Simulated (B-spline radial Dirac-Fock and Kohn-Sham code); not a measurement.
System: Tb⁴⁺ in the configuration [Xe] 4f7. Method: a relativistic central-field model (Hartree-Slater potential of the initial state, Latter tail, multipole expansion of the photon field, Dirac-Fock thresholds). Computed with an atomic code on a B-spline grid.

Q: Which of the sources Al Kα (taken as 1486.9 eV), Cu Kα (8047.8 eV), Ga Kα (9251.7 eV), Ag Kα (22162.9 eV) can ionise the 3p1/2 level, and how does the cross section change among them?

A: The computed threshold is 1831.7 eV, above Al Kα; the others can ionise it. Cross sections: Cu Kα 4.56 kb, Ga Kα 3.28 kb, Ag Kα 0.340 kb. From the first to the last it falls by a factor of 13.
